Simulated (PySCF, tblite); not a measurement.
Isomers of C4H12F2Si3, one GFN2-xTB conformer each. Single-point energies are computed at PBE0/pcSseg-1 (PySCF, gas phase, no added dispersion term), electronic only.

| SMILES | GFN2-xTB relative energy (kJ/mol) |
| --- | --- |
| CCC[C@]1(F)[SiH2][Si@H](F)[SiH2]1 | 0.0 |
| CCC(F)(F)[Si@@H]1C[SiH2][SiH2]1 | 176.2 |
| FC(F)[Si@@H]1C[C@H](C[SiH3])[SiH2]1 | 178.2 |

Conformers: `[CH3:1][CH2:2][CH2:3][C@:4]1([F:5])[SiH2:6][Si@H:7]([F:8])[SiH2:9]1` with C1–C2–C3–C4 178°, C2–C3–C4–F5 62°, C3–C4–Si6–Si7 -146°, C4–Si6–Si7–F8 125°, Si6–Si7–Si9–C4 -12°, C3–C4–Si9–Si7 147°; `[CH3:1][CH2:2][C:3]([F:4])([F:5])[Si@@H:6]1[CH2:7][SiH2:8][SiH2:9]1` with C1–C2–C3–F4 179°, C2–C3–Si6–C7 -89°, C3–Si6–C7–Si8 -101°, Si6–C7–Si8–Si9 -8°, C7–Si8–Si9–Si6 6°, C3–Si6–Si9–Si8 102°; `[F:1][CH:2]([F:3])[Si@@H:4]1[CH2:5][C@H:6]([CH2:7][SiH3:8])[SiH2:9]1` with F1–C2–Si4–C5 -179°, C5–C6–C7–Si8 61°, C2–Si4–C5–C6 -131°, Si4–C5–C6–C7 145°, C5–C6–Si9–Si4 -15°, C2–Si4–Si9–C6 120°.

What does PBE0/pcSseg-1 give for the same structures?

```tsv
SMILES	PBE0/pcSseg-1 E (Eh)	PBE0/pcSseg-1 (kJ/mol)	GFN2-xTB (kJ/mol)	point group
CCC[C@]1(F)[SiH2][Si@H](F)[SiH2]1	-1227.02067	0.0	0.0	C1
CCC(F)(F)[Si@@H]1C[SiH2][SiH2]1	-1226.99361	71.0	176.2	C1
FC(F)[Si@@H]1C[C@H](C[SiH3])[SiH2]1	-1226.95946	160.7	178.2	C1
```

Both levels put the same isomer lowest; measured from each level's own lowest isomer, the values differ by up to 105.2 kJ/mol (CCC(F)(F)[Si@@H]1C[SiH2][SiH2]1: 176.2 against 71.0). As drawn, the lowest has an Si–F bond, which the highest lacks; the highest has two fluorines on one carbon, which the lowest lacks.

Which frontier levels, dipoles and rotational constants go with these structures?

```json
{"SMILES": "CCC[C@]1(F)[SiH2][Si@H](F)[SiH2]1", "HOMO (eV, PBE0/pcSseg-1)": "-7.44", "LUMO (eV)": "-1.70", "dipole (D)": "1.06", "A, B, C (MHz)": "1813, 524.9, 485.3"}
{"SMILES": "CCC(F)(F)[Si@@H]1C[SiH2][SiH2]1", "HOMO (eV, PBE0/pcSseg-1)": "-7.68", "LUMO (eV)": "-0.94", "dipole (D)": "2.21", "A, B, C (MHz)": "1532, 683.0, 581.9"}
{"SMILES": "FC(F)[Si@@H]1C[C@H](C[SiH3])[SiH2]1", "HOMO (eV, PBE0/pcSseg-1)": "-7.43", "LUMO (eV)": "-0.54", "dipole (D)": "1.87", "A, B, C (MHz)": "1837, 436.0, 404.7"}
```

What happens when harmonic zero-point energies from GFN2-xTB frequencies are added?

| SMILES | ZPE (kJ/mol) | electronic (kJ/mol) | with ZPE (kJ/mol) |
| --- | --- | --- | --- |
| CCC[C@]1(F)[SiH2][Si@H](F)[SiH2]1 | 381.4 | 0.0 | 0.0 |
| CCC(F)(F)[Si@@H]1C[SiH2][SiH2]1 | 376.8 | 71.0 | 66.4 |
| FC(F)[Si@@H]1C[C@H](C[SiH3])[SiH2]1 | 371.2 | 160.7 | 150.5 |

The zero-point energies span 10.2 kJ/mol. The order is unchanged.
